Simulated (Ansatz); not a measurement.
Geometry optimisation, RKS PBE0-D4/def2-SVP in Ansatz 0.2.0.

Input:

```yaml
crystal:
  periodic: [false, false, false]
  atoms:
    - { symbol: B, position_ang: [0.0, 0.0, 0.0] }
    - { symbol: "N", position_ang: [0.0, 0.0, 1.9] }
    - { symbol: H, position_ang: [-0.877, -0.2713, 2.43] }
    - { symbol: H, position_ang: [0.877, 0.2713, 2.43] }
    - { symbol: H, position_ang: [1.0305, 0.0, -0.595] }
    - { symbol: H, position_ang: [-1.0305, 0.0, -0.595] }
    - { symbol: O, position_ang: [-0.2139, 1.6086, 0.5392] }
    - { symbol: Si, position_ang: [-1.6303, 2.498, 0.3801] }
    - { symbol: H, position_ang: [-2.6472, 1.6816, -0.2764] }
    - { symbol: H, position_ang: [-2.106, 2.8972, 1.7014] }
    - { symbol: H, position_ang: [-1.3702, 3.6891, -0.4232] }
    - { symbol: H, position_ang: [-0.1432, 1.0772, 1.5734] }
basis:
  gaussian: { orbitals: def2-SVP }
hamiltonian:
  xc: pbe0
  dispersion: d4
relax:
  f_tol: 0.15
  max_steps: 25
  restrain:
    - { distance: [0, 6], at: 2.61, k: 30.0 }
    - { distance: [11, 1], at: 2.26, k: 30.0 }
    - { distance: [0, 1], at: 1.55, k: 30.0 }
    - { distance: [11, 6], at: 1.01, k: 30.0 }
```

Launched with:

```bash
$ ansatz run input.yaml --threads 2 --pin off --max-ram 3072MiB --backend cpu --events-out ev --progress --plain --runs-dir out
```

Q: Where does it end, and by what steps?

A: The forces met the threshold. The restraints hold the end off the free minimum. After 8 steps the energy has fallen by 2.480 eV (the restraints' own energy left out); H4 moved furthest, 0.82 Å. Parted: B1–O7 (1.71 → 2.62 Å), N2–H12 (1.13 → 2.26 Å).

| step | energy less start (eV) | largest force component (eV/Å) | accepted |
| --- | --- | --- | --- |
| 0 | 0.0000 | 3.769 | yes |
| 1 | -0.1842 | 3.134 | yes |
| 2 | -0.3448 | 2.728 | yes |
| 3 | -0.9540 | 2.183 | yes |
| 4 | -1.9632 | 1.449 | yes |
| 5 | -2.2150 | 1.743 | yes |
| 6 | -2.3911 | 2.225 | yes |
| 7 | -2.4721 | 2.329 | yes |
| 8 | -2.4800 | 2.338 | yes |

```xyz
12
Properties=species:S:1:pos:R:3
B 0.121 -0.300 0.297
N 0.129 -0.472 1.759
H -0.698 -0.732 2.283
H 0.989 -0.531 2.287
H 1.172 -0.149 -0.273
H -0.935 -0.414 -0.273
O -0.239 2.279 0.540
Si -1.788 2.864 0.327
H -2.700 1.835 -0.261
H -2.370 3.313 1.632
H -1.697 4.025 -0.599
H -0.096 1.734 1.345
```

Time of the run: 25 s on 2 threads of Arm Neoverse V1 (shared host), peak memory 0.2 GiB.
